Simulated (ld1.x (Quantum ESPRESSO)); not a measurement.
**chlorine: excitation energies, all-electron against TM**

```
Element                 : Cl (Z = 17)
Generator               : ld1.x (Quantum ESPRESSO) 7.5
Type                    : norm-conserving Troullier–Martins (Kleinman–Bylander form)
Functional              : PBE
Relativity              : scalar-relativistic
Frozen core             : [Ne]
Valence charge          : 7
Reference configuration : 3s2 3p4 (charge +1)
Partial waves           : 3s (bound): rc 1.15 bohr; 3p (bound): rc 1.35 bohr; 3d channel at 0.45 Ry: rc 1.20 bohr
Local potential         : all-electron potential smoothed inside 1.15 bohr (lloc = -1)
Core correction         : Bessel-smoothed model core, default radius (core density twice the valence density)
```

Energies are relative to the spin-unpolarised reference configuration 3s2 3p4; without spin polarisation the order of configurations can differ from experiment.

(1) Give the all-electron excitation energy and the error of the potential for: 3s2 3p5; 3s2 3p3; 3s2 3p2; 3s1 3p6; 3s2 3p1; 3s1 3p5; 3s2 3p4.5.

Levels in the configuration 3s2 3p1:

```
level  all-electron (eV)  pseudo (eV)
   3s            -73.777      -73.598
   3p            -59.527      -59.334
```

Answers

(1)

| valence configuration | charge | ΔE all-electron (eV) | error AE − PS (meV) |
| --- | --- | --- | --- |
| 3s2 3p5 | 0 | -13.875 | +7.1 |
| 3s2 3p3 | +2 | 25.447 | +11 |
| 3s2 3p2 | +3 | 63.754 | +69 |
| 3s1 3p6 | 0 | -1.722 | +3.1 |
| 3s2 3p1 | +4 | 115.997 | +206 |
| 3s1 3p5 | +1 | 12.709 | -0.5 |
| 3s2 3p4.5 | +0.5 | -8.293 | +2.6 |
